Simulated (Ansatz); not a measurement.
Ansatz (a program for electronic structure) input (B3LYP-D3(BJ)/def2-TZVP):

Ansatz 0.2 input:
```yaml
crystal:
  periodic: [false, false, false]
  atoms:
    - {symbol: Si, position_ang: [-0.06926729, -0.14016509, 0.04850184]}
    - {symbol: F, position_ang: [-0.21353246, -0.59774119, 1.57160496]}
    - {symbol: F, position_ang: [-0.74472267, -1.36564857, -0.72079596]}
    - {symbol: O, position_ang: [-0.81444440, 1.23745175, -0.24555843]}
    - {symbol: O, position_ang: [1.45214948, 0.07892841, -0.37168993]}
    - {symbol: H, position_ang: [-1.76066583, 1.32205134, -0.16674006]}
    - {symbol: H, position_ang: [2.12157690, -0.57637309, -0.19548750]}
basis:
  gaussian:
    orbitals: def2-TZVP
hamiltonian:
  xc: b3lyp
  dispersion: d3bj
relax: {f_tol: 0.002, max_steps: 150}
```

Output:

```
Functional definition: B3LYP
integrals: 0.08 GiB planned
963 factors; their error is unknown
0.22 GiB of the device are held for the grids
0.89 GiB of device memory are held for the factors and their scratch space
mean field: 0.63 GiB planned
mean field evaluation 1: about -17438.9680 eV, gradient 8.8e1 eV
mean field evaluation 2: about -17422.2626 eV, gradient 1.3e2 eV
mean field evaluation 4: about -17449.8293 eV, gradient 6.5e0 eV
mean field evaluation 8: about -17449.8873 eV, gradient 1.8e-2 eV
mean field evaluation 16: about -17449.9365 eV, gradient 3.1e-5 eV
mean field -17449.93647847 eV, -641.2733375919 hartree, gradient 3.1e-5 eV, S^2 0.000000; 0 other end points of the search recorded, 0 dependent functions left out
the calculation of the forces begins
reference -17449.93667954 eV, -641.2733449814 hartree; 25, 25 occupied and 148, 148 virtual orbitals, 963 factors
relax step   1: F+E_penalty+E_count = -17450.12678930 eV  Δ(F+E_penalty+E_count) = +0.000e0 eV  max|allowed force component| = 1.055e0 eV/Å  Δτ_max = 0.0000 Å  (28 SCF iters, accepted)
these checks for a lower state are left out or cut short: starts, cluster_reference, orbital_swaps, neighbouring_geometries, increment
integrals: 0.08 GiB planned
963 factors; their error is unknown
0.22 GiB of the device are held for the grids
0.89 GiB of device memory are held for the factors and their scratch space
mean field: 0.63 GiB planned
mean field -17449.95018764 eV, -641.2738413947 hartree, gradient 1.1e-5 eV, S^2 0.000000; 0 other end points of the search recorded, 0 dependent functions left out
the calculation of the forces begins
reference -17449.95038918 eV, -641.2738488011 hartree; 25, 25 occupied and 148, 148 virtual orbitals, 963 factors
relax step   2: F+E_penalty+E_count = -17450.14024841 eV  Δ(F+E_penalty+E_count) = -1.346e-2 eV  max|allowed force component| = 6.899e-1 eV/Å  Δτ_max = 0.0097 Å  (33 SCF iters, accepted)
these checks for a lower state are left out or cut short: starts, cluster_reference, orbital_swaps, neighbouring_geometries, increment
integrals: 0.08 GiB planned
963 factors; their error is unknown
0.23 GiB of the device are held for the grids
0.89 GiB of device memory are held for the factors and their scratch space
mean field: 0.63 GiB planned
mean field -17449.95952471 eV, -641.2741845256 hartree, gradient 1.1e-5 eV, S^2 0.000000; 0 other end points of the search recorded, 0 dependent functions left out
the calculation of the forces begins
reference -17449.95972673 eV, -641.2741919498 hartree; 25, 25 occupied and 148, 148 virtual orbitals, 963 factors
relax step   3: F+E_penalty+E_count = -17450.14939198 eV  Δ(F+E_penalty+E_count) = -9.144e-3 eV  max|allowed force component| = 4.943e-2 eV/Å  Δτ_max = 0.0163 Å  (31 SCF iters, accepted)
these checks for a lower state are left out or cut short: starts, cluster_reference, orbital_swaps, neighbouring_geometries, increment
integrals: 0.08 GiB planned
963 factors; their error is unknown
0.23 GiB of the device are held for the grids
0.89 GiB of device memory are held for the factors and their scratch space
mean field: 0.63 GiB planned
mean field evaluation 32: about -17449.9063 eV, gradient 5.3e-1 eV
mean field -17449.96008778 eV, -641.2742052180 hartree, gradient 1.0e-5 eV, S^2 0.000000; 0 other end points of the search recorded, 0 dependent functions left out
the calculation of the forces begins
reference -17449.96028982 eV, -641.2742126430 hartree; 25, 25 occupied and 148, 148 virtual orbitals, 963 factors
relax step   4: F+E_penalty+E_count = -17450.15005831 eV  Δ(F+E_penalty+E_count) = -6.663e-4 eV  max|allowed force component| = 3.453e-2 eV/Å  Δτ_max = 0.0066 Å  (30 SCF iters, accepted)
these checks for a lower state are left out or cut short: starts, cluster_reference, orbital_swaps, neighbouring_geometries, increment
integrals: 0.08 GiB planned
963 factors; their error is unknown
0.23 GiB of the device are held for the grids
0.88 GiB of device memory are held for the factors and their scratch space
mean field: 0.63 GiB planned
mean field -17449.96049736 eV, -641.2742202701 hartree, gradient 1.2e-5 eV, S^2 0.000000; 0 other end points of the search recorded, 0 dependent functions left out
the calculation of the forces begins
reference -17449.96069929 eV, -641.2742276906 hartree; 25, 25 occupied and 148, 148 virtual orbitals, 963 factors
relax step   5: F+E_penalty+E_count = -17450.15050295 eV  Δ(F+E_penalty+E_count) = -4.446e-4 eV  max|allowed force component| = 6.030e-2 eV/Å  Δτ_max = 0.0124 Å  (31 SCF iters, accepted)
these checks for a lower state are left out or cut short: starts, cluster_reference, orbital_swaps, neighbouring_geometries, increment
integrals: 0.08 GiB planned
963 factors; their error is unknown
0.22 GiB of the device are held for the grids
0.88 GiB of device memory are held for the factors and their scratch space
mean field: 0.63 GiB planned
mean field -17449.96065055 eV, -641.2742258994 hartree, gradient 1.8e-5 eV, S^2 0.000000; 0 other end points of the search recorded, 0 dependent functions left out
the calculation of the forces begins
reference -17449.96085285 eV, -641.2742333339 hartree; 25, 25 occupied and 148, 148 virtual orbitals, 963 factors
relax step   6: F+E_penalty+E_count = -17450.15081894 eV  Δ(F+E_penalty+E_count) = -3.160e-4 eV  max|allowed force component| = 2.164e-1 eV/Å  Δτ_max = 0.0614 Å  (29 SCF iters, accepted)
these checks for a lower state are left out or cut short: starts, cluster_reference, orbital_swaps, neighbouring_geometries, increment
integrals: 0.08 GiB planned
963 factors; their error is unknown
0.22 GiB of the device are held for the grids
0.88 GiB of device memory are held for the factors and their scratch space
mean field: 0.63 GiB planned
mean field -17449.96274442 eV, -641.2743028477 hartree, gradient 1.2e-5 eV, S^2 0.000000; 0 other end points of the search recorded, 0 dependent functions left out
the calculation of the forces begins
reference -17449.96294662 eV, -641.2743102786 hartree; 25, 25 occupied and 148, 148 virtual orbitals, 963 factors
relax step   7: F+E_penalty+E_count = -17450.15292799 eV  Δ(F+E_penalty+E_count) = -2.109e-3 eV  max|allowed force component| = 1.777e-2 eV/Å  Δτ_max = 0.0207 Å  (32 SCF iters, accepted)
these checks for a lower state are left out or cut short: starts, cluster_reference, orbital_swaps, neighbouring_geometries, increment
integrals: 0.08 GiB planned
963 factors; their error is unknown
0.22 GiB of the device are held for the grids
0.88 GiB of device memory are held for the factors and their scratch space
mean field: 0.63 GiB planned
mean field evaluation 64: about -17449.9630 eV, gradient 4.1e-3 eV
mean field -17449.96299298 eV, -641.2743119824 hartree, gradient 1.2e-5 eV, S^2 0.000000; 0 other end points of the search recorded, 0 dependent functions left out
the calculation of the forces begins
reference -17449.96319518 eV, -641.2743194131 hartree; 25, 25 occupied and 148, 148 virtual orbitals, 963 factors
relax step   8: F+E_penalty+E_count = -17450.15316562 eV  Δ(F+E_penalty+E_count) = -2.376e-4 eV  max|allowed force component| = 2.132e-2 eV/Å  Δτ_max = 0.0139 Å  (31 SCF iters, accepted)
these checks for a lower state are left out or cut short: starts, cluster_reference, orbital_swaps, neighbouring_geometries, increment
integrals: 0.08 GiB planned
963 factors; their error is unknown
0.23 GiB of the device are held for the grids
0.88 GiB of device memory are held for the factors and their scratch space
mean field: 0.63 GiB planned
mean field -17449.96311763 eV, -641.2743165631 hartree, gradient 1.3e-5 eV, S^2 0.000000; 0 other end points of the search recorded, 0 dependent functions left out
the calculation of the forces begins
reference -17449.96331972 eV, -641.2743239898 hartree; 25, 25 occupied and 148, 148 virtual orbitals, 963 factors
relax step   9: F+E_penalty+E_count = -17450.15328915 eV  Δ(F+E_penalty+E_count) = -1.235e-4 eV  max|allowed force component| = 4.478e-3 eV/Å  Δτ_max = 0.0093 Å  (32 SCF iters, accepted)
these checks for a lower state are left out or cut short: starts, cluster_reference, orbital_swaps, neighbouring_geometries, increment
integrals: 0.08 GiB planned
963 factors; their error is unknown
0.22 GiB of the device are held for the grids
0.88 GiB of device memory are held for the factors and their scratch space
mean field: 0.63 GiB planned
mean field -17449.96314144 eV, -641.2743174382 hartree, gradient 1.3e-5 eV, S^2 0.000000; 0 other end points of the search recorded, 0 dependent functions left out
the calculation of the forces begins
reference -17449.96334348 eV, -641.2743248629 hartree; 25, 25 occupied and 148, 148 virtual orbitals, 963 factors
relax step  10: F+E_penalty+E_count = -17450.15330953 eV  Δ(F+E_penalty+E_count) = -2.038e-5 eV  max|allowed force component| = 5.978e-3 eV/Å  Δτ_max = 0.0070 Å  (32 SCF iters, accepted)
these checks for a lower state are left out or cut short: starts, cluster_reference, orbital_swaps, neighbouring_geometries, increment
integrals: 0.08 GiB planned
963 factors; their error is unknown
0.23 GiB of the device are held for the grids
0.88 GiB of device memory are held for the factors and their scratch space
mean field: 0.63 GiB planned
mean field -17449.96313548 eV, -641.2743172190 hartree, gradient 1.3e-5 eV, S^2 0.000000; 0 other end points of the search recorded, 0 dependent functions left out
the calculation of the forces begins
reference -17449.96333751 eV, -641.2743246435 hartree; 25, 25 occupied and 148, 148 virtual orbitals, 963 factors
relax step  11: F+E_penalty+E_count = -17450.15331151 eV  Δ(F+E_penalty+E_count) = -1.980e-6 eV  max|allowed force component| = 1.712e-3 eV/Å  Δτ_max = 0.0011 Å  (34 SCF iters, accepted)
integrals: 0.08 GiB planned
963 factors; their error is unknown
0.23 GiB of the device are held for the grids
0.88 GiB of device memory are held for the factors and their scratch space
mean field: 0.63 GiB planned
mean field evaluation 96: about -17449.9144 eV, gradient 1.5e-1 eV
mean field -17449.96313548 eV, -641.2743172190 hartree, gradient 7.3e-5 eV, S^2 0.000000; 1 other end points of the search recorded, 0 dependent functions left out
the calculation of the forces begins
reference -17449.96333751 eV, -641.2743246435 hartree; 25, 25 occupied and 148, 148 virtual orbitals, 963 factors
Total energy: -17450.15351354 eV, -641.2813134839 hartree
Atom 0 at    -0.075179    -0.152107     0.053970 Å, force    -0.000851    -0.001712     0.000792 eV/Å
Atom 1 at    -0.102037    -0.620140     1.571976 Å, force    -0.000006    -0.000303    -0.001044 eV/Å
Atom 2 at    -0.833607    -1.299738    -0.740918 Å, force     0.000096     0.000505     0.000927 eV/Å
Atom 3 at    -0.823683     1.261023    -0.160976 Å, force     0.000264     0.000834    -0.000360 eV/Å
Atom 4 at     1.448483     0.029581    -0.444872 Å, force     0.000572     0.000640    -0.000275 eV/Å
Atom 5 at    -1.777051     1.280126    -0.269808 Å, force    -0.000234     0.000021    -0.000138 eV/Å
Atom 6 at     2.134167    -0.540243    -0.089537 Å, force     0.000158     0.000015     0.000097 eV/Å
Dipole moment:    -0.018350    -0.037741     0.016897 e Å
```
